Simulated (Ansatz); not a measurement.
`C[O][GeH]([OH])[Cl]`. Charge 0, multiplicity 1.

Cartesian coordinates in Å:
```
C 0.8889 -0.3277 -1.3646
O -0.1507 0.3708 -0.7106
Ge -0.3077 0.3321 1.0396
O -1.8459 1.0792 1.4112
Cl -0.3023 -1.7379 1.6325
H 1.8767 0.0659 -1.0965
H 0.7477 -0.1954 -2.4387
H 0.8645 -1.3987 -1.1380
H 0.7912 1.0714 1.7981
H -2.5623 0.7404 0.8670
```

(1) What are the harmonic wavenumbers in cm⁻¹ at PBE0-D4/def2-TZVP (Ansatz, finite differences of forces, unscaled)? (An estimate is asked.)

(2) Is this a minimum?

(3) Give the ideal-gas thermochemistry at 298.15 K and 1 bar (rigid rotor, harmonic oscillator; point group C1, symmetry number 1).

(4) Rotational constants (cm⁻¹)?

## Answers

(1) Computed: 69, 107, 131, 166, 238, 240, 305, 420, 654, 699, 718, 757, 944, 1120, 1180, 1201, 1476, 1495, 1498, 2214, 3015, 3081, 3122, 3883.

(2) Yes, all 24 modes are real.

(3) Zero-point energy 171.9 kJ/mol; H(298) − E = 195.1 kJ/mol; entropy 373.1 J/(mol·K), of which translation 171.9, rotation 116.2, vibration 85.0; G(298) − E = 83.9 kJ/mol. Modes under 100 cm⁻¹ are hindered rotations or soft bends, so the harmonic entropy is rough.

(4) 0.09806, 0.08293, 0.05054.
